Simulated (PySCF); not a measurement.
H3S2, SMILES S[SH2+], charge +1. Geometry: B3LYP-D3(BJ)/def2-TZVP. The isomer is the one that the SMILES or the coordinates give; other isomers of the formula were not compared.

Computed equilibrium geometry at B3LYP-D3(BJ)/def2-TZVP (PySCF confirms it by a frequency run) as Cartesian coordinates in Å, and its point group:
point group Cs.
```xyz
5

S      0.0995    -1.0779     0.0000
S     -0.1146     0.9888     0.0000
H     -1.2393    -1.2488     0.0000
H      0.7405     1.3376     0.9937
H      0.7405     1.3376    -0.9937
```
Charge +1, spin multiplicity 1.
